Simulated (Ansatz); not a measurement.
`Cl[SiH]1BCO1`. The species carries charge 0 and has multiplicity 1. Geometry: relaxed with PBE0-D4/def2-TZVP.

```xyz
9

Cl   -2.832    0.005   -0.249
Si   -0.875   -0.047   -0.885
B     0.412    1.032    0.217
C     0.843   -0.409    0.673
O     0.002   -1.263   -0.156
H    -0.938   -0.180   -2.361
H     0.818    2.102    0.537
H     1.904   -0.629    0.486
H     0.665   -0.612    1.738
```

Q: What is the dipole moment at PBE/def2-TZVPP? (Estimate.)

A: Computed: 2.19 D, with components (1.84, 1.11, 0.39) D in this frame, pointing from negative to positive charge.

Q: And with r2SCAN, B3LYP, ωB97M-V? (Best estimate.)

A: Ansatz gave: r2SCAN 2.29 D, B3LYP 2.37 D, ωB97M-V 2.38 D.

Q: Give the Mulliken charges with PBE, B3LYP, r2SCAN in def2-TZVPP. (Best estimate.)

A: Computed: 
| atom | PBE | B3LYP | r2SCAN |
| --- | --- | --- | --- |
| Cl1 | -0.21 | -0.25 | -0.25 |
| Si2 | 0.40 | 0.47 | 0.54 |
| B3 | -0.06 | -0.06 | -0.07 |
| C4 | 0.02 | 0.03 | 0.10 |
| O5 | -0.32 | -0.39 | -0.40 |
| H6 | -0.07 | -0.08 | -0.09 |
| H7 | 0.05 | 0.07 | 0.04 |
| H8 | 0.09 | 0.10 | 0.06 |
| H9 | 0.10 | 0.10 | 0.07 |

B3LYP here is the variant with VWN-RPA as its local correlation; programs differ in this.
